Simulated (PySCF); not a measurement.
C7H12AlN.
Z-matrix (Å and degrees, PBE0-D3(BJ)/def2-SVP geometry), rows numbered from 1:
```
C 
C   1  1.5279
Al  2  1.9907  1  115.45
N   3  2.0547  2  101.08  1   -57.12
C   4  1.3384  3  120.00  2    86.55
C   5  1.3893  4  122.01  3  -174.98
C   6  1.3928  5  118.70  4    -0.18
C   7  1.3933  6  119.00  5     0.01
C   4  1.3383  3  120.27  2   -88.65
H   1  1.1045  2  113.29  3  -177.02
H   1  1.1048  2  111.91  3    62.90
H   1  1.1036  2  111.66  3   -56.46
H   2  1.1065  1  110.04  3  -124.27
H   2  1.1068  1  109.52  3   121.20
H   3  1.6121  2  116.86  1  -163.79
H   3  1.6135  2  115.79  1    48.60
H   5  1.0934  4  115.85  3     5.46
H   6  1.0910  5  119.84  4   180.00
H   7  1.0925  6  120.50  5  -179.84
H   8  1.0911  7  121.45  6  -179.78
H   9  1.0936  4  115.84  3    -5.37
```

Computed with PySCF at PBE0/pcSseg-1, non-relativistic, on one gas-phase PBE0-D3(BJ)/def2-SVP geometry that isn't relaxed in the solvent. The solvent is an IEF-PCM continuum (Bondi radii, 1.10 Å for H, scaled by 1.2). The model holds no explicit solvent molecules, cavitation or dispersion.

```json
{"run": "gas", "E − E(gas) (kcal/mol)": "0.00", "HOMO (eV)": "-6.45", "HOMO–LUMO gap (eV)": "4.32", "dipole (D)": "6.89"}
{"run": "P", "E − E(gas) (kcal/mol)": "-6.87", "HOMO (eV)": "-6.72", "HOMO–LUMO gap (eV)": "4.98", "dipole (D)": "8.14"}
{"run": "Q", "E − E(gas) (kcal/mol)": "-9.38", "HOMO (eV)": "-6.83", "HOMO–LUMO gap (eV)": "5.20", "dipole (D)": "8.62"}
```

Task: The runs were made in chloroform and dimethylsulfoxide. Which run belongs to which solvent?

Result: P = chloroform, Q = dimethylsulfoxide. The dielectric constants are 4.711 (chloroform), 46.83 (dimethylsulfoxide), and the energy falls further as ε rises. In this model the ground state sees the solvent through ε alone.

Task: How constant is the ratio of the lowering to (ε − 1)/(2ε + 1)?

Result: 
| solvent | (ε − 1)/(2ε + 1) | E − E(gas) (kcal/mol) | ratio (kcal/mol) | polarisation term (kcal/mol) |
| --- | --- | --- | --- | --- |
| chloroform | 0.356 | -6.87 | -19.3 | -7.76 |
| dimethylsulfoxide | 0.484 | -9.38 | -19.4 | -11.06 |

The ratio changes by +0.5 % in size from chloroform to dimethylsulfoxide. The polarisation term is half the interaction of the solute with the induced surface charges.
